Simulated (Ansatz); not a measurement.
Calculated with Ansatz (gas phase, PBE0-D4/def2-TZVP geometries, no zero-point term in ΔE). CCSD(T)/CBS adds triple-zeta CCSD(T) − MP2 to the extrapolated MP2 energy (def2 sets, frozen cores). Functionals use def2-TZVPP. B3LYP here is the variant with VWN-RPA as its local correlation; programs differ in this. For Se outer-core shells are correlated without core-valence functions, which leaves a few kJ/mol of doubt a bond. Scalar relativity is left out up to krypton. One conformer a species, not always the lowest.

Reaction (ligand exchange at a B–Se bond): `B[Se][SiH2]Cl` + `BNCC` → `BN(B)CC` + `Cl[SiH2][SeH]`

```csv
level,ΔE (kJ/mol),difference from CCSD(T)/CBS
PBE-D4,3.1,10.3
r2SCAN-D4,-2.9,4.3
PBE0-D4,-2.3,4.9
ωB97X-V,-11.0,-3.8
PBE,4.0,11.2
B3LYP,-7.4,-0.2
HF/def2-TZVPP,-20.9,-13.7
CCSD(T)/def2-TZVPP,-7.9,-0.7
MP2/def2-QZVPP,-7.5,-0.3
MP2/CBS(def2),-6.7,0.5
CCSD(T)/CBS,-7.2,0
```

Largest T1 diagnostic among the species: 0.012.

In def2-TZVPP, CCSD(T) changes the Hartree–Fock value by +13.0 kJ/mol (the triples alone add +2.7 kJ/mol) and MP2 by +13.5 kJ/mol. From PBE to PBE0 (25 % exact exchange), in def2-TZVPP and without D4, ΔE moves by −5.6 kJ/mol.
